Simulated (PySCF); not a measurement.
Isomers of C6H11B. Level of theory: PySCF 2.14.0, density-fitted response routines, TDDFT wB97X-D/def2-SVPD, vertical, gas phase, core orbitals frozen in the response. Geometries: PBE0-D3(BJ)/def2-SVP; one conformer of each isolated species. Triplets are in the Tamm–Dancoff approximation.

A. `C=CBC1CCC1`
B. `CC#CCB(C)C`
C. `C(=C/C)(/B)C(C)=C`
D. `CB(C)[C@H]1[C@@H]2C[C@@H]21`

Lowest singlet levels (six at most, fewer where fewer were computed) with oscillator strengths:

1. 281 nm (f 0.107); 229 nm (f 0.002); 224 nm (f 0.002); 210 nm (f 0.436); 195 nm (f 0.192); 185 nm (f 0.002); T1 2.90 eV
2. 211 nm (f 0.000); 192 nm (f 0.001); 189 nm (f 0.008); 186 nm (f 0.014); 183 nm (f 0.002); 182 nm (f 0.000); T1 5.45 eV
3. 239 nm (f 0.005); 231 nm (f 0.002); 202 nm (f 0.441); 183 nm (f 0.001); 180 nm (f 0.002); 164 nm (f 0.005); T1 3.82 eV
4. 209 nm (f 0.002); 187 nm (f 0.002); 182 nm (f 0.000); 168 nm (f 0.004); 162 nm (f 0.281); 160 nm (f 0.072); T1 5.46 eV

Task: Which spectrum belongs to which structure?

Result: 1 = C, 2 = B, 3 = A, 4 = D.
- A: S1 at 5.18 eV, HOMO→LUMO (85%); Löwdin shares by element: HOMO carbon 46% or more, boron 18% (atoms not listed hold the other 36%); LUMO carbon 54% or more, boron 28% (atoms not listed hold the other 18%); HOMO -9.78 and LUMO 0.13 eV.
- B: S1 at 5.89 eV, HOMO→LUMO (87%), HOMO-3→LUMO (10%); Löwdin shares by element: HOMO carbon 83% or more (atoms not listed hold the other 17%); LUMO boron 42%, carbon 37% or more (atoms not listed hold the other 21%); HOMO -8.67 and LUMO 1.62 eV.
- C: S1 at 4.41 eV, HOMO→LUMO (94%); Löwdin shares by element: HOMO carbon 80% or more (atoms not listed hold the other 20%); LUMO carbon 41% or more, boron 33%, hydrogen 5% or more (atoms not listed hold the other 20%); HOMO -8.35 and LUMO -0.05 eV.
- D: S1 at 5.92 eV, HOMO→LUMO (88%); Löwdin shares by element: HOMO carbon 80% or more (atoms not listed hold the other 20%); LUMO boron 38%, carbon 33% or more (atoms not listed hold the other 29%); HOMO -9.02 and LUMO 1.44 eV.
B and D have S1 within 0.04 eV of each other; their strongest listed levels stand at 6.67 eV (f 0.014) and 7.65 eV (f 0.281).
